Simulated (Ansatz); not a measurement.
System: C₃H₉Si, net charge 0, doublet state. It need not be the lowest isomer of its formula. SMILES: [SiH](C)([CH2])C
Structure (B3LYP-D3(BJ)/def2-TZVP (Ansatz, a quantum-chemistry and plane-wave program) minimum search):
```xyz
13

Si     0.1399    -0.0255     0.3366
C      1.6167    -0.4049    -0.7059
C     -1.2039    -1.3040     0.0469
C     -0.4810     1.7088    -0.0255
H      0.5336    -0.0854     1.7750
H      1.8883    -1.4136    -0.9995
H      2.3130     0.3565    -1.0421
H     -0.8390    -2.3117     0.2567
H     -1.5496    -1.2804    -0.9889
H     -2.0637    -1.1188     0.6943
H     -0.8111     1.7975    -1.0628
H     -1.3243     1.9633     0.6202
H      0.3034     2.4498     0.1423
```
Charge 0, spin multiplicity 2.

Quantity: atomisation energy (electronic, to ground-state atoms); the coupled-cluster value holds the core correlation from cc-pwCVTZ, in kJ/mol. Cores are frozen in the correlated levels unless marked. UHF or UKS for open shells. No spin-orbit coupling. Non-relativistic. CBS(X,Y): correlation extrapolated as X^-3; Hartree-Fock from the larger set.

Level to compare with: CCSD(T)/CBS(cc-pV(T+d)Z,cc-pV(Q+d)Z) plus the core term (Ansatz), 4739.0 kJ/mol. It is a level with limits of its own, and the differences hold the functionals' basis error too.

**Question.** Rank these functionals by how close they come to CCSD(T)/CBS(cc-pV(T+d)Z,cc-pV(Q+d)Z), closest first: B3LYP/def2-TZVPD (Ansatz); PBE0/def2-TZVPD (Ansatz); wB97X-V/def2-TZVPD (Ansatz); BLYP/def2-TZVPD (Ansatz).

**Answer.** wB97X-V/def2-TZVPD (range-separated hybrid with VV10, 4732.6 kJ/mol, difference -6.4), PBE0/def2-TZVPD (global hybrid, 4715.8 kJ/mol, difference -23.2), B3LYP/def2-TZVPD (global hybrid, 4693.6 kJ/mol, difference -45.4), BLYP/def2-TZVPD (GGA, 4636.9 kJ/mol, difference -102.1)
